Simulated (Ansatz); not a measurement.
Ag₄. The state is a triplet with charge 0. Geometry PBE-D4/def2-SVP; atoms count from 1.

```tsv
atom	x (Å)	y (Å)	z (Å)
Ag1	0.1712	2.0512	-0.7910
Ag2	-1.5501	0.1016	-0.0720
Ag3	-0.1712	-2.0511	0.7912
Ag4	1.5501	-0.1017	0.0718
```

In the def2 sets Ag takes a core potential; there is no spin–orbit coupling. At PBE0-D4/def2-TZVP a singlet of charge 0 lies 0.66 eV below the triplet, each at its own geometry. The structure comes from a short search, and lower isomers may exist.

(1) Estimate the Mulliken populations from the PBE0/def2-TZVP orbitals of Ansatz.

(2) Where does the spin sit?

(3) And the Mayer bond orders between bonded heavy atoms (over 0.3)?

## Answers

(1) 
```csv
atom,charge (e),spin (α − β),d electrons
Ag1,0.01,0.51,9.94
Ag2,-0.01,0.49,9.90
Ag3,0.01,0.51,9.94
Ag4,-0.01,0.49,9.90
```
Mulliken values and Mayer orders depend strongly on the basis.

(2) Summed by element: Ag 2.00, of 2 unpaired in all. Largest on single atoms: Ag1 0.51, Ag3 0.51, Ag2 0.49.

(3) Ag1–Ag2 0.51 (2.70 Å); Ag1–Ag4 0.51 (2.70 Å); Ag2–Ag3 0.51 (2.70 Å); Ag2–Ag4 0.32 (3.11 Å); Ag3–Ag4 0.51 (2.70 Å).
